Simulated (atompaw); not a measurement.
# An all-electron radial function and its pseudo partner (thulium)

Columns: radius, all-electron u(r) and pseudo u(r) of the 6s shell (level -4.03 eV) of thulium in the configuration [Kr] 4d10 5s2 4f13 5p6 5d0 6s2 6p0; LDA (PW92), scalar-relativistic, PAW (atompaw) scheme, atompaw 4.2.0.5.

| r (bohr) | all-electron | pseudo |
| --- | --- | --- |
| 0.115 | -0.0488 | 0.0122 |
| 0.231 | -0.0317 | 0.0249 |
| 0.346 | 0.1375 | 0.0382 |
| 0.462 | 0.1241 | 0.0525 |
| 0.577 | 0.0003 | 0.0680 |
| 0.692 | -0.1291 | 0.0850 |
| 0.808 | -0.2169 | 0.1038 |
| 0.923 | -0.2526 | 0.1242 |
| 1.038 | -0.2444 | 0.1464 |
| 1.154 | -0.2038 | 0.1706 |
| 1.269 | -0.1430 | 0.1961 |
| 1.385 | -0.0701 | 0.2234 |
| 1.500 | 0.0068 | 0.2517 |
| 1.615 | 0.0834 | 0.2809 |
| 1.731 | 0.1573 | 0.3110 |
| 1.846 | 0.2252 | 0.3410 |
| 1.962 | 0.2872 | 0.3709 |
| 2.077 | 0.3418 | 0.3999 |
| 2.192 | 0.3895 | 0.4277 |
| 2.308 | 0.4307 | 0.4541 |
| 2.423 | 0.4650 | 0.4783 |
| 2.538 | 0.4934 | 0.5001 |
| 2.654 | 0.5164 | 0.5192 |
| 2.769 | 0.5342 | 0.5350 |
| 2.885 | 0.5476 | 0.5477 |
| 3.000 | 0.5567 | 0.5567 |

(1) How many radial nodes do the two functions have?

(2) Is the pseudo-wave norm-conserving?

Answers

(1) The all-electron 6s function has n − l − 1 = 5 (the table is too coarse to show those close to the nucleus); the pseudo-wave has 0, since the states of the same l below it are removed with the core.

(2) No, it belongs to a PAW set: the norm inside the radius is not constrained, and the difference is carried by the augmentation charge.
